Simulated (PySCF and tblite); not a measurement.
Values are calculated unless marked as measured or tabulated.
# Dynamics report: rotation

System: C₄H₉NOSi, numbered as in [CH2:1]=[CH:2][N:3]([CH3:4])[C:5](=[O:6])[SiH3:7].

Motion: rotation about the C2–N3 bond (torsion C1–C2–N3–C4 from 0° to 144°, rising). The path came from a restrained scan, a climbing-image band and a saddle search at GFN2-xTB; energies are BP86/pcSseg-1 + D3(BJ), IEF-PCM cyclohexane//GFN2-xTB, thermal terms GFN2-xTB. Rate constants are transition-state-theory values, counting equivalent paths, without tunnelling. Run with tblite and PySCF.

```
 point  symmetry  E(GFN2) kcal/mol  E(DFT) kcal/mol  ZPE change kcal/mol  lowest mode cm⁻¹  dipole D
 start        Cs               0.0              0.0                 0.00                85      2.67
saddle        C1               6.8              6.8                -0.87              125i      4.18
   end        C1               3.3              3.8                -0.19                80      3.52
```

- Electronic barrier: 6.8 kcal/mol
- Barrier with zero-point energy: 5.9 kcal/mol
- ΔH‡ (298 K): 5.8 kcal/mol
- ΔS‡ (298 K, symmetry apart): -0.4 cal/(mol K)
- Paths: 2 equivalent paths
- End point: a different minimum
- Mean lifetime of the start against this motion at 298 K: 1.7 ns
- Cost: 65 s on 1 thread of AMD EPYC 7R13 (shared host) (rough), peak memory 0.72 GiB, launched as `OMP_NUM_THREADS=1 python ens_run.py task.json out`

```tsv
T/K	ΔG‡ kcal/mol	k s⁻¹	ΔG kcal/mol	k back s⁻¹
200	5.9	3.3×10⁶	3.6	1.4×10¹⁰
250	5.9	7.7×10⁷	3.6	5×10¹⁰
298	5.9	6×10⁸	3.5	1.2×10¹¹
350	5.9	2.9×10⁹	3.5	2.2×10¹¹
400	6.0	9.1×10⁹	3.5	3.6×10¹¹
```

ΔG and ΔG‡ leave out symmetry numbers and mirror images; rates count paths: 2 out, 1 back.
